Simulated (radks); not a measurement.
Valence configurations of W III (all share [Xe]). All-electron calculation, Dirac Kohn-Sham, LDA (Slater exchange, Perdew-Wang correlation), spin-unpolarised, spherical densities, finite nucleus; open shells fill j = l - 1/2 first; Fermi nuclear charge, rms radius 5.3658 fm. Program: a radial shooting solver on a logarithmic mesh with Libxc functionals. Energies are relative to 4f14 5d4; eigenvalues in eV.

[
 {"valence": "4f14 5d4", "E (eV)": "0.000", "e(4f5/2)": "-50.268", "e(4f7/2)": "-48.026", "e(5d3/2)": "-20.395", "e(5d5/2)": "-", "e(6p1/2)": "-"},
 {"valence": "4f14 5d3 6s1", "E (eV)": "1.371", "e(4f5/2)": "-53.494", "e(4f7/2)": "-51.251", "e(5d3/2)": "-22.565", "e(5d5/2)": "-", "e(6p1/2)": "-"},
 {"valence": "4f14 5d3.5 6p0.5", "E (eV)": "3.426", "e(4f5/2)": "-52.436", "e(4f7/2)": "-50.194", "e(5d3/2)": "-21.952", "e(5d5/2)": "-", "e(6p1/2)": "-14.741"},
 {"valence": "4f13.5 5d4.5", "E (eV)": "15.190", "e(4f5/2)": "-54.946", "e(4f7/2)": "-52.659", "e(5d3/2)": "-21.223", "e(5d5/2)": "-20.337", "e(6p1/2)": "-"},
 {"valence": "4f14 5d2 6p2", "E (eV)": "16.106", "e(4f5/2)": "-59.190", "e(4f7/2)": "-56.943", "e(5d3/2)": "-26.688", "e(5d5/2)": "-", "e(6p1/2)": "-16.916"},
 {"valence": "4f13.5 5d4 6p0.5", "E (eV)": "18.479", "e(4f5/2)": "-57.038", "e(4f7/2)": "-54.750", "e(5d3/2)": "-22.754", "e(5d5/2)": "-", "e(6p1/2)": "-14.915"},
 {"valence": "4f14 6s2 6p2", "E (eV)": "25.526", "e(4f5/2)": "-66.591", "e(4f7/2)": "-64.337", "e(5d3/2)": "-", "e(5d5/2)": "-", "e(6p1/2)": "-18.607"},
 {"valence": "4f12 5d6", "E (eV)": "72.804", "e(4f5/2)": "-69.687", "e(4f7/2)": "-67.261", "e(5d3/2)": "-23.641", "e(5d5/2)": "-22.579", "e(6p1/2)": "-"},
 {"valence": "4f12 5d5 6s1", "E (eV)": "75.364", "e(4f5/2)": "-73.015", "e(4f7/2)": "-70.587", "e(5d3/2)": "-25.959", "e(5d5/2)": "-24.832", "e(6p1/2)": "-"},
 {"valence": "4f12 5d4 6p2", "E (eV)": "92.094", "e(4f5/2)": "-78.748", "e(4f7/2)": "-76.317", "e(5d3/2)": "-30.254", "e(5d5/2)": "-", "e(6p1/2)": "-17.608"}
]

NIST lists [Xe] 4f14 5d4 as the ground configuration; this level of theory agrees among the configurations tried. The energies are those of spherical spin-averaged densities, not of single terms.
